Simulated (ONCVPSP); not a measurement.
# Transferability test, ONCV potential for ytterbium

| Property | Result |
| --- | --- |
| Element | Yb (Z = 70) |
| Generator | ONCVPSP 4.0.1 |
| Type | optimised norm-conserving Vanderbilt (ONCV) |
| Functional | PBE |
| Relativity | scalar-relativistic |
| Frozen core | [Kr] 4d10 4f13 |
| Valence charge | 11 |
| Reference configuration | 5s2 5p6 5d1 6s1.5 (charge +0.5) |
| Partial waves | 5s+6s: rc 1.65 bohr, ncon 5, nbas 9, qcut 7.2 1/bohr, 3 projectors, debl 3.4 Ha; 5p: rc 1.75 bohr, ncon 4, nbas 9, qcut 9.2 1/bohr, 2 projectors, debl 3.8 Ha; 5d: rc 2.30 bohr, ncon 4, nbas 8, qcut 4.8 1/bohr, 2 projectors, debl 2.9 Ha |
| Local potential | polynomial inside 1.20 bohr (lpopt 5, dvloc0 0 Ha) |
| Core correction | Teter function, fcfact 3.25, rcfact 1.2 |

Energies are relative to the spin-unpolarised reference configuration 5s2 5p6 5d1 6s1.5; without spin polarisation the order of configurations can differ from experiment.

Task: Give the all-electron excitation energy and the error of the potential for: 5s2 5p6 5d1 6s2; 5s2 5p6 5d1 6s1; 5s2 5p6 5d1 6s0; 5s2 5p6 5d0 6s0.

Result:

| valence configuration | charge | ΔE all-electron (eV) | error AE − PS (meV) |
| --- | --- | --- | --- |
| 5s2 5p6 5d1 6s2 | 0 | -2.940 | +1.6 |
| 5s2 5p6 5d1 6s1 | +1 | 4.316 | +0.7 |
| 5s2 5p6 5d1 6s0 | +2 | 17.422 | +24 |
| 5s2 5p6 5d0 6s0 | +3 | 37.384 | -23 |

Levels in the configuration 5s2 5p6 5d1 6s2:

```csv
level,all-electron (eV),pseudo (eV)
5s,-59.341,-59.324
5p,-31.021,-31.008
5d,-1.860,-1.859
6s,-4.574,-4.577
```
